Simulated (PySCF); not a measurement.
GaF₂Cl, SMILES [F][Ga]([Cl])[F].

Geometry: ωB97X-D3(BJ)/def2-SVP.

Method: PySCF with HF/def2-TZVPD.

Symmetry labels are those of the subgroup C2v that the program uses (full group C2v).

Q: List the valence orbital energies around the gap with their symmetry. (An estimate is asked for; the answer gives what the named calculation found.)

A: 
```
orbital  symmetry  energy (eV)
-------  --------  -----------
HOMO−7         B2       -17.95
HOMO−6         A1       -17.69
HOMO−5         B1       -17.58
HOMO−4         A2       -17.18
HOMO−3         B2       -17.03
HOMO−2         A1       -15.11
HOMO−1         B1       -13.66
HOMO           B2       -13.55
LUMO           A1         0.48
LUMO+1         B1         1.52
LUMO+2         A1         1.90
LUMO+3         B2         2.15
```
